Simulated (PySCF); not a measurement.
Shifts of the heteroatoms

Atom-mapped SMILES (the numbers label the heavy atoms): `[F:1][CH2:2][C:3]#[C:4][CH:5]1[CH2:6][SiH2:7][CH2:8]1`. Hydrogens are named by the atom that carries them. Ha(C6), Ha(Si7), Ha(C8) are cis to C4 on the ring; Hb(C6), Hb(Si7), Hb(C8) are trans to C4 on the ring.

[PySCF 2.14.0 with density-fitted response routines: geometry: GFN2-xTB; PBE0/pcSseg-1 with gauge-including orbitals; no relativistic terms; equivalent nuclei averaged; one computed conformer; in vacuum]

Question: Predict the ¹⁹F NMR data.

Answer: 
```csv
atoms,environment,σ (ppm),δ (ppm)
F1,fluorine on an sp3 carbon,417.0,-215.7
```

Shieldings were converted by a linear fit to measured shifts: ¹⁹F: δ = 146.13 − 0.903σ +14.6 on sp3 carbon (rms 6.0 ppm, 223 shifts, 7.0 ppm with the 5 outliers that the fit left out vs CFCl3, solution or neat liquid). A few per cent of atoms miss by over 2 rms, more outside the fitted compound classes.

On a 500 MHz spectrometer ¹⁹F resonates near 470.5 MHz, so 1 ppm is 470.5 Hz.

Question: Predict the ²⁹Si NMR data.

Answer: 
```csv
atoms,environment,σ (ppm),δ (ppm)
Si7,"silicon bonded to 2 C, 2 H, in a 4-membered ring",392.0,-42.2
```

Shieldings were converted by a linear fit to measured shifts: ²⁹Si (scatter 8.9 ppm rms, 25.8 ppm with the 6 outliers that the fit left out vs TMS, solution or neat liquid). Occasional misses reach two or three times the rms, and more in compound classes unlike the fitted ones.

On a 300 MHz spectrometer ²⁹Si resonates near 59.6 MHz, so 1 ppm is 59.6 Hz.
